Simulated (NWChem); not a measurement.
# C₂H₅BO₂; SMILES BOC(C)=O

```xyz
10

B     -0.0626    -2.0109    -0.1475
H      0.9649    -2.1163    -0.7421
H     -0.7460    -2.9366     0.1691
O     -0.5618    -0.7782     0.1828
C      0.1506     0.4026    -0.0044
C     -0.7882     1.5761    -0.0963
O      1.3502     0.4406    -0.0437
H     -0.2185     2.4958    -0.2316
H     -1.3917     1.6384     0.8157
H     -1.4822     1.4359    -0.9322
```
Atoms are numbered in this order, from 1.

Computed with NWChem. Structure relaxed at the B3LYP/6-31G* (spherical d) level. GIAO values for the isolated, static molecule; σ is the absolute isotropic shielding, δ = σ(reference) − σ with the isolated reference molecule computed at the same levels (11B: boron trifluoride, 13C: tetramethylsilane, 1H: tetramethylsilane, 17O: water).

Problem. Estimate the computed values for PBE0/pcSseg-1. Quantities: δ B1 (ppm); δ H2 (ppm); δ H3 (ppm); δ C5 (ppm); δ C6 (ppm); δ O7 (ppm); δ H8 (rotor mean) (ppm).

Solution. 
```json
{
  "δ B1 (ppm)": "37.5",
  "δ H2 (ppm)": "5.77",
  "δ H3 (ppm)": "5.16",
  "δ C5 (ppm)": "176.7",
  "δ C6 (ppm)": "24.0",
  "δ O7 (ppm)": "498.3",
  "δ H8 (rotor mean) (ppm)": "2.22"
}
```
